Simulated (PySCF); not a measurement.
**Cr¹⁵⁺: fine-structure interval**

Cr¹⁵⁺ [He] 2s2 2p5 [2p1/2^2 2p3/2^3, M_J = 3/2] → Cr¹⁵⁺ [He] 2s2 2p5 [2p1/2^1 2p3/2^4, M_J = 1/2], as a difference of total energies. Computed with PySCF 2.14 in an even-tempered Gaussian basis (18 s from 3 bohr⁻², ratio 2.4; 11 p from 3.9 bohr⁻², ratio 2.4; 5 d from 18 bohr⁻², ratio 2.6; 5 f from 28 bohr⁻², ratio 2.6), with the two-component X2C-1e Hamiltonian. Correlated levels: nothing frozen; the 30 highest virtual spinors dropped. "Screened" scales the spin-orbit matrix elements by Boettger's factors to mimic the two-electron term; Breit and QED terms are absent.

```json
{"method": "GHF (screened spin-orbit)", "fine-structure interval (cm⁻¹)": "72907"}
{"method": "GMP2 (screened spin-orbit)", "fine-structure interval (cm⁻¹)": "73665"}
{"method": "GHF (bare spin-orbit)", "fine-structure interval (cm⁻¹)": "79662"}
```
